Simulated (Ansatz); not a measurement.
Molecule: CsAg, net charge 0, singlet state. SMILES: [Ag][Cs]
Geometry: optimised at B3LYP-D3(BJ)/def2-TZVP (Ansatz, a program for electronic structure).

Wanted: atomisation energy (electronic, to ground-state atoms), in eV. Cores are frozen in the correlated levels unless marked. UHF or UKS for open shells. Spin-orbit coupling is left out. The frozen core is the preceding noble-gas configuration, with the filled d and f shells of earlier blocks. The outer core of K, Ca and their heavier congeners is not correlated, a term that matters for these elements. In def2 rows, elements after Kr have scalar-relativistic effective core potentials. Basis-set limits of correlation are two-point, X^-3; Hartree-Fock from the larger set.

| level | program | atomisation energy (eV) |
|---|---|---|
| B97M-V/def2-TZVPD | Ansatz | 1.63 |
| B3LYP/def2-TZVPD | Ansatz | 1.54 |
| B2GP-PLYP-D3(BJ)/def2-TZVPD | Ansatz + dftd3 | 1.52 |
| RI-MP2/CBS(def2-TZVPPD,def2-QZVPPD) | Ansatz | 1.56 |
| SCS-MP2/def2-QZVPP | Ansatz | 1.45 |
| CCSD(T)/def2-SVP | Ansatz | 1.26 |

The T1 diagnostic of CCSD in the largest basis is 0.044, which is high, so the coupled-cluster rows are less sure than usual.
